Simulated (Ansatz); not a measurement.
C2H6OSi can be A, `C=C[SiH2]O`, or B, `CC1O[SiH2]1`.

Isolated molecules relaxed with PBE0-D4/def2-TZVP in Ansatz; ΔE leaves out vibrations. CCSD(T)/CBS is the MP2 limit (def2-TZVPP, def2-QZVPP) plus CCSD(T) − MP2 in def2-TZVPP, frozen cores. Functionals use def2-TZVPP. B3LYP here is the variant with VWN-RPA as its local correlation; programs differ in this. One conformer a species, not always the lowest.

Q: Which is lower in electronic energy at CCSD(T)/CBS, and by how much? (Estimate.)

A: The calculation gave: A, by 123.1 kJ/mol.

Q: Give E(B) − E(A) in kJ/mol with CCSD/def2-TZVPP, CCSD(T)/def2-TZVPP, B3LYP, B2PLYP, MP2/def2-TZVPP, r2SCAN-D4, BLYP-D4. (Estimate.)

A: The calculation gave: CCSD/def2-TZVPP 125.5, CCSD(T)/def2-TZVPP 121.9, B3LYP 121.3, B2PLYP 121.2, MP2/def2-TZVPP 117.5, r2SCAN-D4 106.5, BLYP-D4 117.8. None reverses the order clearly.

Q: Does the order hold for the free energy at 298.15 K (harmonic terms from PBE0-D4)? (Estimate.)

A: Ansatz gave: Yes: G(B) − G(A) = +130.7 kJ/mol, for one conformer each.

Largest T1 diagnostic: 0.013.

Leaving LDA and LC-ωPBE aside and taking each functional with its dispersion term where it has one, the values, not all of them listed here, spread over 34.7 kJ/mol, from PBE-D4 to BHLYP-D4. LDA lies −12.9 kJ/mol from PBE without D4. From BLYP to BHLYP (50 % exact exchange), in def2-TZVPP and without D4, E(B) − E(A) moves by +13.2 kJ/mol.
